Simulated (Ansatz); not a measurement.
`COc1ccc(-c2ccc(-c3ccc(-c4ccc(-c5ccc(C(F)=C(F)F)cc5)o4)o3)o2)cc1`, relaxed as a singlet with RKS PBE-D4/def2-SVP in Ansatz, starting from the GFN2-xTB geometry. Force threshold 0.03 eV/Å.

Single mean-field runs in def2-SVP are fitted with def2-universal-jkfit.

Start:

Cartesian coordinates in Å:
```
C 2.094 10.434 1.778
O 2.402 9.323 0.970
C 1.774 8.143 1.216
C 2.120 7.076 0.382
C 1.540 5.841 0.550
C 0.593 5.625 1.558
C -0.011 4.322 1.727
C -0.948 3.857 2.624
C -1.160 2.502 2.320
C -0.340 2.216 1.252
C -0.127 1.010 0.515
C 0.708 0.760 -0.554
C 0.524 -0.589 -0.888
C -0.411 -1.084 -0.004
C -0.967 -2.395 0.107
C -1.899 -2.923 0.975
C -2.055 -4.268 0.608
C -1.212 -4.490 -0.460
C -0.946 -5.669 -1.246
C -1.589 -6.882 -0.973
C -1.327 -8.006 -1.723
C -0.410 -7.955 -2.777
C -0.104 -9.121 -3.594
F 0.475 -8.866 -4.790
C -0.293 -10.411 -3.304
F -0.804 -10.872 -2.167
F 0.018 -11.419 -4.109
C 0.225 -6.742 -3.061
C -0.034 -5.622 -2.306
O -0.553 -3.342 -0.759
O -0.807 -0.110 0.850
O 0.355 3.319 0.895
C 0.254 6.693 2.385
C 0.832 7.937 2.221
H 2.343 10.250 2.828
H 1.037 10.708 1.697
H 2.707 11.251 1.401
H 2.850 7.247 -0.393
H 1.813 5.023 -0.098
H -1.425 4.413 3.404
H -1.821 1.817 2.809
H 1.360 1.468 -1.021
H 1.004 -1.142 -1.669
H -2.394 -2.398 1.765
H -2.706 -4.980 1.073
H -2.303 -6.938 -0.167
H -1.847 -8.921 -1.496
H 0.931 -6.690 -3.875
H 0.467 -4.692 -2.526
H -0.473 6.552 3.169
H 0.542 8.739 2.882
```

Estimate the energy that the relaxation releases and the steps that it takes.

9.3 kcal/mol, in 13 steps; 53 s on 2 threads of AMD EPYC 7R13 on a shared host and a share (18 GiB) of an NVIDIA H100 80GB HBM3. The force fell under the threshold at step 9, but the optimiser went on. No frequencies were taken in this run, so the end may be a saddle point.

Does the start keep its bonding?

By distances, no bond broke or formed. The bond that changes most is C8–H40, from 1.07 to 1.09 Å (atoms count from 1).

Predict the relaxed structure.


```xyz
51

C     2.080   10.503    1.827
O     2.395    9.397    1.003
C     1.768    8.213    1.239
C     2.119    7.142    0.389
C     1.532    5.890    0.550
C     0.572    5.657    1.568
C    -0.039    4.351    1.740
C    -0.978    3.840    2.630
C    -1.171    2.472    2.293
C    -0.336    2.218    1.212
C    -0.075    1.046    0.432
C     0.757    0.797   -0.654
C     0.579   -0.573   -0.990
C    -0.350   -1.081   -0.089
C    -0.929   -2.378    0.091
C    -1.856   -2.883    0.995
C    -2.022   -4.255    0.665
C    -1.192   -4.518   -0.419
C    -0.916   -5.707   -1.200
C    -1.545   -6.941   -0.895
C    -1.287   -8.090   -1.639
C    -0.381   -8.058   -2.731
C    -0.060   -9.222   -3.553
F     0.830   -9.015   -4.554
C    -0.530  -10.492   -3.458
F    -1.406  -10.904   -2.550
F    -0.160  -11.469   -4.268
C     0.248   -6.827   -3.037
C    -0.013   -5.678   -2.290
O    -0.527   -3.365   -0.764
O    -0.749   -0.095    0.776
O     0.349    3.355    0.878
C     0.229    6.738    2.411
C     0.813    8.000    2.257
H     2.326   10.309    2.896
H     1.005   10.783    1.755
H     2.695   11.348    1.466
H     2.864    7.326   -0.398
H     1.815    5.064   -0.118
H    -1.471    4.393    3.435
H    -1.836    1.747    2.772
H     1.411    1.528   -1.139
H     1.066   -1.137   -1.791
H    -2.347   -2.317    1.793
H    -2.678   -4.975    1.165
H    -2.251   -7.000   -0.054
H    -1.794   -9.024   -1.367
H     0.953   -6.781   -3.878
H     0.487   -4.734   -2.546
H    -0.513    6.593    3.210
H     0.517    8.812    2.934
```
Bond lengths: 27 × C–C 1.36 to 1.46 Å; 8 × C–O 1.36 to 1.41 Å; 3 × C–F 1.32 to 1.35 Å; 17 × C–H 1.09 to 1.11 Å.
